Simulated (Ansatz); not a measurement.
System: PbH$_{3}$ (charge -1, singlet). Whether it binds its extra electron was not tested at this geometry. SMILES: [PbH3-]
Geometry: optimised at B3LYP-D3(BJ)/def2-TZVP (Ansatz, a quantum-chemistry and plane-wave program).

Parts of the frozen-core correlation energy in def2-SVP (Ansatz, hartree). Frozen orbitals: 9; correlated occupied orbitals by spin: 4 and 4; virtual: 28 and 28. Spin-orbit coupling is left out. In def2 rows, elements after Kr have scalar-relativistic effective core potentials.

| term | value |
|---|---|
| reference (HF) | -193.52697 |
| MP2 opposite-spin | … |
| MP2 same-spin | -0.01174 |
| CCSD correlation | … |
| (T) | … |
| CCSDT minus CCSD(T) | -0.00058 |
| CCSDT(Q) minus CCSD(T) | -0.00066 |
| T1 diagnostic | 0.017 |
| largest doubles amplitude | 0.052 |

Q: Some entries are withheld; supply them.

A: 
- MP2 opposite-spin, value: -0.08671
- CCSD correlation, value: -0.12559
- (T), value: -0.00261
